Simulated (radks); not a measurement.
Task: These are the eigenvalues of the occupied orbitals of an atom or ion with whole-number occupations (eV). Calculated with a radial shooting solver on a logarithmic mesh with Libxc functionals: scalar-relativistic Kohn-Sham, Slater X-alpha with alpha = 0.563, spin-unpolarised, spherical densities, finite nucleus; Fermi nuclear charge, rms radius of each element as measured or else 0.836 A^(1/3) + 0.57 fm.

orbital  eigenvalue
1s         -54.5417

Which element is it, and in what charge state? The configuration may be excited.

Result: Z = 3, lithium, charge +1: Li+ in [He]. The 1s level, -2.0044 hartree, gives Z - s = 2.0 by -(Z - s)^2/2, which with screening and relativity narrows Z to a few neighbours, and the depths must fix Z and the occupations together.
